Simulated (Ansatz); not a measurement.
A nudged elastic band was laid between two geometries of H5NO3Sn (10 atoms, charge 0, multiplicity 1).

Theory: RKS PBE0-D4/def2-SVP in Ansatz.

| Quantity | Value |
| --- | --- |
| movable images | 5 |
| climbing image | yes |
| spring | 5.0 eV/Å² |
| optimiser | quadratic models (default) |
| start path | through a guess of the saddle point |
| force threshold | 0.05 eV/Å |
| iteration limit | 60 |
| end points | relaxed |

Image 0:

```xyz
10
Properties=species:S:1:pos:R:3
N -1.353 0.152 -1.253
Sn 0.149 -0.012 0.079
O 1.239 -1.650 -0.068
O -0.488 -0.131 1.945
O 1.231 1.608 -0.217
H -1.111 0.807 -1.996
H -1.587 -0.741 -1.684
H 1.249 -2.118 0.776
H -1.272 0.414 2.089
H 2.025 1.619 0.331
```

Image 6:

```xyz
10
Properties=species:S:1:pos:R:3
N -1.300 -0.070 -1.412
Sn -0.015 -0.019 0.135
O 1.147 -1.608 -0.026
O -0.952 -0.066 1.866
O 1.094 1.617 0.256
H -1.469 0.847 -1.820
H -0.972 -0.697 -2.145
H 1.152 -2.118 0.793
H -0.577 0.596 2.461
H 1.976 1.466 -0.105
```

Q: Which bonds break or form, and what moves?

A: No bond is made or broken. The dihedral N1–Sn2–O4–H9 goes from -36 to -135°.

Q: Give the energies along the band, and the barrier.

A: The run converged. The highest image is number 5 of 0 to 6, 8.3 kJ/mol above the first end and 5.0 kJ/mol above the last; the last end lies 3.3 kJ/mol above the first. The profile has 2 maxima (images 2, 5) with wells between them (image 3): this band takes more than one step, which may be the mechanism or a detour left from its start path. A vibrational analysis at the climbing image gives one clearly imaginary mode, 116i cm⁻¹: a first-order saddle point.

| image | path coordinate (Å) | energy (kJ/mol) | dihedral N1–Sn2–O4–H9 (°) |
| --- | --- | --- | --- |
| 0 | 0.00 | 0.0 | -36 |
| 1 | 1.29 | 3.8 | 13 |
| 2 | 2.58 | 8.0 | 69 |
| 3 | 3.87 | 1.3 | 53 |
| 4 | 5.17 | 3.4 | 130 |
| 5 | 6.47 | 8.3 | -150 |
| 6 | 7.85 | 3.3 | -135 |

Q: What is the geometry of the highest image?

A: 
```xyz
10
Properties=species:S:1:pos:R:3
N -1.168 -0.073 -1.440
Sn -0.017 -0.163 0.196
O 0.787 -1.961 0.225
O -1.187 0.203 1.736
O 1.513 1.087 0.405
H -1.700 0.785 -1.552
H -0.705 -0.315 -2.312
H 1.654 -1.935 0.647
H -0.690 0.633 2.442
H 1.598 1.688 -0.344
```

The run took 4.2 min on 2 threads of Intel(R) Xeon(R) 6975P-C (Granite Rapids), on a shared host, peak memory 0.29 GiB.
